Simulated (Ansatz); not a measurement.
## Pulling the pair apart

The pair of Br⁻ (SMILES [Br-], atom 1) and H$_{2}$O (SMILES O, atoms 2–4), both closed shells, in one local arrangement (a lower one may exist), relaxed at PBE0-D4/def2-TZVPD:

```json
{"atom": "Br1", "x (Å)": "0.0467", "y (Å)": "0.1976", "z (Å)": "-2.2274"}
{"atom": "O2", "x (Å)": "0.0462", "y (Å)": "0.1843", "z (Å)": "1.0637"}
{"atom": "H3", "x (Å)": "0.0900", "y (Å)": "0.3659", "z (Å)": "0.0965"}
{"atom": "H4", "x (Å)": "-0.1828", "y (Å)": "-0.7477", "z (Å)": "1.0671"}
```

H$_{2}$O is shifted rigidly along the line between the mean atom positions of the two fragments (negative: closer). Counterpoise interaction energies in kcal/mol. Program: Ansatz 0.2.0. Basis: def2-TZVPPD. Cores are frozen in the correlated methods. Filled d shells of the heavier atoms are correlated. The def2 sets are not built for correlating such inner shells, so the correlated values are less sure here. B3LYP uses VWN-RPA correlation.

| shift (Å) | MP2 | PBE0-D4 | B3LYP-D4 |
| --- | --- | --- | --- |
| -0.23 | -11.25 | -12.86 | -12.02 |
| -0.12 | -12.36 | -13.79 | -13.13 |
| 0.00 | -12.77 | -14.03 | -13.51 |
| 0.12 | -12.71 | -13.83 | -13.42 |
| 0.28 | -12.17 | -13.13 | -12.83 |
| 0.58 | -10.62 | -11.33 | -11.14 |
| 1.17 | -7.69 | -8.09 | -7.95 |
| 2.33 | -4.25 | -4.37 | -4.30 |

Question: What does CCSD(T) give at these shifts? (An estimate is asked for; the value comes from the calculation.)

Answer: Computed: -10.77, -12.00, -12.49, -12.50, -12.03, -10.54, -7.65, -4.21 kcal/mol. For zero shift, CCSD(T) at an estimated basis limit (MP2 extrapolated from triple and quadruple zeta, plus CCSD(T) − MP2 in triple zeta) gives -13.40 kcal/mol. These are counterpoise interaction energies, counted from the two frozen fragments.

No T1 diagnostic of these runs exceeds 0.008.

For scale, one of the runs: CCSD(T)/def2-TZVPPD, 131 basis functions, launched by `ansatz run in.yaml --threads 2 --pin off --events-out ev --progress --plain --max-ram 5222MiB`. The run took about 8.5 s on 2 CPU threads (shared host).
